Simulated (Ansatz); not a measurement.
`FBO[SiH3]` + `O[SiH3]` → `[SiH3]OBO[SiH3]` + H–F at 600 K and 1 bar (ligand exchange at a B–F bond).

Calculated with Ansatz (gas phase, PBE0-D4/def2-TZVP geometries, no zero-point term in ΔE). CCSD(T)/CBS adds triple-zeta CCSD(T) − MP2 to the extrapolated MP2 energy (def2 sets, frozen cores). This one scheme is used for every species. One conformer a species, not always the lowest.

```csv
species,CCSD(T)/CBS energy (Eh),H − E (kJ/mol),S (J/(mol·K))
`FBO[SiH3]`,-491.38634,168.9,388.1
`O[SiH3]`,-366.69042,135.7,307.9
`[SiH3]OBO[SiH3]`,-757.67824,264.3,487.8
H–F,-100.39570,42.3,194.0
```

H − E and S are ideal-gas, rigid-rotor, harmonic terms from PBE0-D4/def2-TZVP, for one conformer and one mirror image of each species. 1 Eh = 2625.50 kJ/mol, R = 8.31446 J/(mol·K).

Question: By hand: ΔE, ΔH, ΔS and ΔG.

Answer: ΔE = (-757.67824) + (-100.39570) − (-491.38634) − (-366.69042) = 0.00282 Eh = 7.4 kJ/mol. Δ(H − E) = 264.3 + 42.3 − 168.9 − 135.7 = 2.0, so ΔH = 9.4 kJ/mol. ΔS = 487.8 + 194.0 − 388.1 − 307.9 = -14.2 J/(mol·K). ΔG = 9.4 − 600 × (-14.2)/1000 = 17.9 kJ/mol.

Question: By hand: the equilibrium constant, and the temperature at which ΔG would vanish if ΔH and ΔS stayed fixed.

Answer: log₁₀ K = −ΔG/(RT ln 10) = -1.6. ΔH and −TΔS have one sign here, so there is no such temperature.

TΔS isn't small against ΔH here. A doubt of 5 kJ/mol in ΔE shifts log₁₀ K by 0.4 here. Other conformers and mirror images would add mixing entropy, several J/(mol·K) or more a flexible species. Modes under 60 cm⁻¹, often nearly free rotors, make the harmonic entropy too high. These are equilibria of isolated gas molecules and say nothing of rates. Largest T1 diagnostic: 0.013 (customary marks: 0.02 for closed shells, 0.045 for open ones).
